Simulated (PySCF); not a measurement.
**Exercise with solution: dipole moment from atomic charges**

Sn(H)(OH)3 (H₄O₃Sn), SMILES [OH][SnH]([OH])[OH]. Atoms are numbered in the order given.

```xyz
8

Sn     0.0000     0.0000     0.2606
O     -1.6968     0.6855    -0.4856
O      0.2547    -1.8123    -0.4856
O      1.4421     1.1268    -0.4856
H      0.0000     0.0000     1.9583
H     -1.5265     1.4011    -1.1107
H     -0.4501    -2.0225    -1.1107
H      1.9766     0.6215    -1.1107
```

Geometry optimised at PBE0-D3(BJ)/def2-SVP. The def2 effective core potentials stand for the cores of Sn; spin–orbit coupling is left out. Other conformers were not sampled.

Charges (e) from PySCF with PBE0/def2-TZVP:

```csv
atom,Mulliken,ESP fit
Sn1,1.103,1.080
O2,-0.689,-0.745
O3,-0.689,-0.748
O4,-0.689,-0.743
H5,-0.020,-0.063
H6,0.328,0.406
H7,0.328,0.408
H8,0.328,0.405
```

The dipole moment of the full density is 0.51 D.

Question: What dipole moment does each set of point charges give, and which comes closer to that of the density?

Answer: 
μ = Σ q r, and 1 e Å = 4.8032 D.
Mulliken: Σ q r = (0.000, 0.000, 0.159) e Å, |μ| = 0.76 D.
ESP fit: Σ q r = (-0.001, 0.003, -0.110) e Å, |μ| = 0.53 D.
ESP fit comes closer in size. Point charges leave out the atoms' own dipoles (lone pairs, polarised bonds); fits to the potential absorb them, partitions of the density don't.
